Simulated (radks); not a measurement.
Fractional charge and spin in the 5p shell of europium: the spin-up occupation runs from 2 to 3 and the spin-down occupation from 2 to 3; the fullest corner is Eu2+, [Kr] 4d10 4f(up 3.5, down 3.5) 5s2 5p(up 3, down 3). Calculated with a radial shooting solver on a logarithmic mesh with Libxc functionals: scalar-relativistic Kohn-Sham, PBE, spin-polarised, spherical densities, finite nucleus; Fermi nuclear charge, rms radius of each element as measured or else 0.836 A^(1/3) + 0.57 fm. Energy (eV) above the fullest corner. The planes named below are the two flat planes that join the four corners, with an edge along up + down = one added electron.

down \ up,2,2.25,2.5,2.75,3
2,99.854,84.489,69.935,56.186,43.233
2.25,84.489,69.994,56.300,43.400,31.285
2.5,69.935,56.300,43.456,31.393,20.103
2.75,56.186,43.400,31.393,20.156,9.679
3,43.233,31.285,20.103,9.679,0.000

Corners above the fullest one (they belong to Eu3+ and the next ion): (up 3, down 2) 43.233 eV, (up 2, down 3) 43.233 eV, (up 2, down 2) 99.854 eV. With half an added electron in each spin the energy lies 0.222 eV from the planes, and with half an added electron in spin up alone -1.609 eV. The planes are only a guide here: the flat-plane condition holds for ground states with one frontier orbital, while this shell lies below other occupied shells, so the corners above the fullest one are inner-hole states and not the ground states of those ions.
